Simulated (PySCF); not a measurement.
Al(Me)2(iPr), SMILES [Al]([CH](C)C)([CH3])[CH3] (C₅H₁₃Al), GFN2-xTB optimised geometry.

```
19

Al     0.19    -0.70     0.00
C      2.19    -0.70     0.00
H      2.62    -0.09    -0.79
H      2.58    -1.72    -0.13
H      2.61    -0.33     0.94
C     -0.88    -2.38     0.00
H     -1.84    -2.28     0.52
H     -0.34    -3.20     0.50
H     -1.11    -2.75    -1.01
C     -0.80     1.07     0.00
C     -1.97     1.04    -1.00
C      0.14     2.24    -0.30
H     -1.25     1.26     0.99
H     -2.56     1.96    -0.94
H     -1.59     0.95    -2.02
H     -2.62     0.19    -0.81
H      0.96     2.26     0.42
H     -0.38     3.20    -0.24
H      0.56     2.15    -1.30
```

Density from CAM-B3LYP/def2-SVP (PySCF) at that geometry.

Minimum of the electron density along straight lines between bonded atoms, close to the bond critical point (lines longer than 1.1 times the sum of covalent radii, or with two minima, are not listed):

| bond | length / Å | ρ at the minimum / e bohr⁻³ | ∇²ρ there / e bohr⁻⁵ | position (fraction from the first atom) |
|---|---|---|---|---|
| Al1–C2 | 1.994 | 0.078 | 0.30 | 0.40 |
| C2–H3 | 1.095 | 0.264 | -0.92 | 0.62 |
| C2–H4 | 1.096 | 0.265 | -0.92 | 0.62 |
| C2–H5 | 1.095 | 0.263 | -0.91 | 0.62 |
| Al1–C6 | 1.994 | 0.079 | 0.30 | 0.40 |
| C6–H7 | 1.095 | 0.265 | -0.92 | 0.62 |
| C6–H8 | 1.096 | 0.265 | -0.92 | 0.62 |
| C6–H9 | 1.095 | 0.263 | -0.91 | 0.62 |
| Al1–C10 | 2.030 | 0.077 | 0.28 | 0.39 |
| C10–C11 | 1.536 | 0.238 | -0.53 | 0.49 |
| C10–C12 | 1.535 | 0.239 | -0.53 | 0.49 |
| C10–H13 | 1.104 | 0.264 | -0.89 | 0.62 |
| C11–H14 | 1.092 | 0.274 | -1.00 | 0.62 |
| C11–H15 | 1.090 | 0.275 | -1.00 | 0.62 |
| C11–H16 | 1.091 | 0.275 | -1.01 | 0.62 |
| C12–H17 | 1.091 | 0.275 | -1.01 | 0.62 |
| C12–H18 | 1.092 | 0.274 | -1.00 | 0.62 |
| C12–H19 | 1.090 | 0.275 | -1.00 | 0.62 |
